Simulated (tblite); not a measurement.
Species: C5H8FO (doublet state).
Numbering: `[CH2:1]=[CH:2][C@@H:3]([O:4])[CH2:5][CH2:6][F:7]` (hydrogens: H8, H9 on C1; H10 on C2; H11 on C3; H12, H13 on C5; H14, H15 on C6)

The geometry is computed with GFN2-xTB (gas phase). This method treats the open shell by occupation alone, without spin polarisation.

Problem. Give the optimised bond lengths and angles.

Solution. 
| bond | length (bohr) |
| --- | --- |
| C1=C2 | 2.502 |
| C2–C3 | 2.861 |
| C3–O4 | 2.471 |
| C3–C5 | 2.970 |
| C5–C6 | 2.866 |
| C6–F7 | 2.604 |
| C1–H8 | 2.035 |
| C1–H9 | 2.038 |
| C2–H10 | 2.042 |
| C3–H11 | 2.122 |
| C5–H12 | 2.058 |
| C5–H13 | 2.059 |
| C6–H14 | 2.068 |
| C6–H15 | 2.068 |

A selection of angles:
| angle | degrees |
| --- | --- |
| C2–C1–H8 | 121.7 |
| C2–C1–H9 | 122.1 |
| H8–C1–H9 | 116.2 |
| C1–C2–C3 | 124.2 |
| C1–C2–H10 | 121.5 |
| C3–C2–H10 | 114.3 |
| C2–C3–O4 | 116.1 |
| C2–C3–C5 | 112.1 |
| C2–C3–H11 | 104.3 |
| O4–C3–C5 | 113.6 |
| O4–C3–H11 | 106.8 |
| C5–C3–H11 | 102.2 |
| C3–C5–C6 | 110.3 |
| C3–C5–H12 | 109.9 |
| C3–C5–H13 | 107.2 |
| C6–C5–H12 | 110.3 |
| C6–C5–H13 | 109.3 |
| H12–C5–H13 | 109.8 |
| C5–C6–F7 | 109.6 |
| C5–C6–H14 | 112.0 |
| C5–C6–H15 | 110.7 |
| F7–C6–H14 | 106.6 |
| F7–C6–H15 | 107.0 |
| H14–C6–H15 | 110.6 |

Dihedral angles: C1–C2–C3–O4 161° (antiperiplanar); C2–C3–C5–C6 165° (antiperiplanar); C3–C5–C6–F7 -72° (synclinal).

The C–C distances run from 1.324 Å (C1=C2, drawn double) to 1.572 Å (C3–C5, drawn single), a spread of 0.248 Å. Of the pairs four or more bonds apart, O4···H15 is among the closest relative to their van der Waals radii: 2.55 Å, 94 % of the sum of Bondi's values. C1 (carbon bonded to C and 2 H) is planar (angles 122.1°, 121.7° and 116.2°, sum 360.0°, 0.00 Å off the plane of its three neighbours). C2 (carbon bonded to 2 C and H) is planar (angles 124.2°, 121.5° and 114.3°, sum 360.0°, 0.00 Å off the plane of its three neighbours).

Point group: C1 (no symmetry element, even within 0.4 Å). Its GFN2-xTB frequencies are all real (lowest 60 cm⁻¹). 3 starts were optimised and ended at 0.00, 1.45 and 2.34 kcal/mol (GFN2-xTB); the lowest of these is shown.

Time: 0.35 s. Hardware: one thread, Arm Neoverse V2 (aarch64), on a shared host. That covers the optimisation of the geometry.

One conformer stands for the species.
